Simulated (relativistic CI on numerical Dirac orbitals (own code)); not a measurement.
Ar¹⁷⁺: sensitivity of the levels to the model

Base calculation: Dirac-Coulomb-Breit CI, KLI orbitals optimised for each configuration, model QED (radiative potential, 1s self-energy scaled to tabulated hydrogen-like ionisation energies).

Configuration list: 1s, 2s, 2p, 3s, 3p, 3d, 4s, 4p, 4d, 4f, 5s, 5p, 5d, 5f, 5g, 6s, 6p, 6d. Levels of other configurations are missing.

Variants: (1) QED terms removed; (2) non-relativistic limit. Shifts of the energy above 1s ²S1/2, in eV, for the lowest level and the first level of each name with at least 55 % of one term (blank where a level changes its place among those of its configuration and J or its character, or is not in the variant):

```csv
Level,Base,Δ(1),Δ(2)
1s ²S1/2,0.00,0.00,0.00
2p ²P°1/2,3318.18,+1.13,-12.05
2s ²S1/2,3318.34,+0.97,-12.21
2p ²P°3/2,3323.00,+1.12,-16.87
3p ²P°1/2,3934.30,+1.13,-15.92
3s ²S1/2,3934.34,+1.08,-15.97
3d ²D3/2,3935.72,+1.13,-17.34
3p ²P°3/2,3935.72,+1.13,-17.35
3d ²D5/2,3936.19,+1.13,-17.82
4p ²P°1/2,4149.74,+1.13,-17.08
4s ²S1/2,4149.76,+1.11,-17.10
4d ²D3/2,4150.34,+1.13,-17.68
4p ²P°3/2,4150.34,+1.13,-17.68
4f ²F°5/2,4150.54,+1.13,-17.88
4d ²D5/2,4150.54,+1.13,-17.88
4f ²F°7/2,4150.64,+1.13,-17.98
5p ²P°1/2,4249.38,+1.13,-17.53
5s ²S1/2,4249.39,+1.12,-17.54
5d ²D3/2,4249.68,+1.13,-17.84
5p ²P°3/2,4249.68,+1.13,-17.84
5f ²F°5/2,4249.79,+1.13,-17.94
5d ²D5/2,4249.79,+1.13,-17.94
```
